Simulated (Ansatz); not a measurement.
Mulliken charges of CHClGeN (`N#[C][GeH][Cl]`) radical from B3LYP/def2-TZVPP in Ansatz (PBE0-D4/def2-TZVP geometry).

```json
{"atom": "N1", "x (Å)": "1.297", "y (Å)": "-1.378", "z (Å)": "1.389", "charge (e)": "-0.010"}
{"atom": "C2", "x (Å)": "0.759", "y (Å)": "-0.697", "z (Å)": "0.630", "charge (e)": "-0.171"}
{"atom": "Ge3", "x (Å)": "0.000", "y (Å)": "0.396", "z (Å)": "-0.756", "charge (e)": "0.366"}
{"atom": "Cl4", "x (Å)": "-2.018", "y (Å)": "-0.260", "z (Å)": "-1.015", "charge (e)": "-0.233"}
{"atom": "H5", "x (Å)": "0.011", "y (Å)": "1.865", "z (Å)": "-0.290", "charge (e)": "0.049"}
```

Question: By hand: the dipole of these point charges (1 e Å = 4.8032 D).

Answer: Σ q r = (0.328, 0.430, -0.176) e Å, of length 0.569 e Å = 2.73 D.

Question: How does the dipole of the full density compare? (An estimate is asked.)

Answer: The calculation gave: (-0.070, 0.518, -0.461) e Å, 3.35 D; the point charges give 0.81 times that, at 45° from its direction.

Point charges leave out the atoms' own dipoles, such as those of lone pairs, and Mulliken's split depends on the basis, so the two needn't agree.

B3LYP here is the variant with VWN-RPA as its local correlation; programs differ in this.
